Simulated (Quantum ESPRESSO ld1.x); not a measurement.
Results of a calculation; reference values are marked as such.
Q: Coherent X-ray form factor from a spherical all-electron density. Level of theory: Dirac Kohn-Sham, revPBE, spin-unpolarised, spherical densities, point nucleus (ld1.x of Quantum ESPRESSO 7.5).

sin(theta)/lambda (1/angstrom),f0 (electrons)
0.05,38.643
0.1,37.620
0.15,36.057
0.2,34.130
0.25,32.022
0.3,29.894
0.4,26.000
0.5,22.875
0.6,20.463
0.8,16.873
1,13.932
1.25,10.818
1.5,8.523
2,6.110

The species is in the configuration that NIST lists as its ground one. Which atom or ion scatters so?

A: The ruthenium ion Ru5+, [Kr] 4d3. Extrapolating in s^2 from the first two rows gives f0(0) = 39.0, near the electron count 39; among species with that count, the fall with angle is slower the higher Z, and the table is that of Z = 44; from so few rows the species is fixed only to a neighbour or two.
